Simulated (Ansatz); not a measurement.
C₂H₆SiTe, SMILES `C1[SiH2]C[Te]1`. Charge 0, multiplicity 1. Te takes the def2 core potential. Geometry: relaxed with PBE0-D4/def2-TZVP.

```xyz
10

C     0.295   -0.276   -1.396
Si    0.781    0.140    0.374
C    -0.958    0.082    1.089
Te   -1.770    0.197   -0.922
H     0.700    0.368   -2.174
H     0.383   -1.320   -1.689
H     1.319    1.524    0.447
H     1.765   -0.788    1.004
H    -1.258    0.926    1.706
H    -1.257   -0.853    1.560
```

Question: What is the dipole moment at ωB97M-V/def2-TZVPP? (An estimate is asked.)

Answer: Computed: 0.61 D, with components (0.43, -0.35, 0.26) D in this frame, pointing from negative to positive charge.

Question: And with PBE, r2SCAN, B3LYP? (Best estimate.)

Answer: Computed: PBE 0.57 D, r2SCAN 0.69 D, B3LYP 0.64 D.

Question: Give the Mulliken charges with ωB97M-V, PBE, B3LYP in def2-TZVPP. (Best estimate.)

Answer: The calculation gave: 
| atom | ωB97M-V | PBE | B3LYP |
| --- | --- | --- | --- |
| C1 | -0.48 | -0.36 | -0.43 |
| Si2 | 0.27 | 0.24 | 0.34 |
| C3 | -0.48 | -0.36 | -0.43 |
| Te4 | 0.13 | 0.09 | 0.13 |
| H5 | 0.15 | 0.13 | 0.13 |
| H6 | 0.16 | 0.13 | 0.14 |
| H7 | -0.03 | -0.06 | -0.07 |
| H8 | -0.04 | -0.07 | -0.08 |
| H9 | 0.15 | 0.13 | 0.13 |
| H10 | 0.16 | 0.13 | 0.14 |

B3LYP here is the variant with VWN-RPA as its local correlation; programs differ in this.
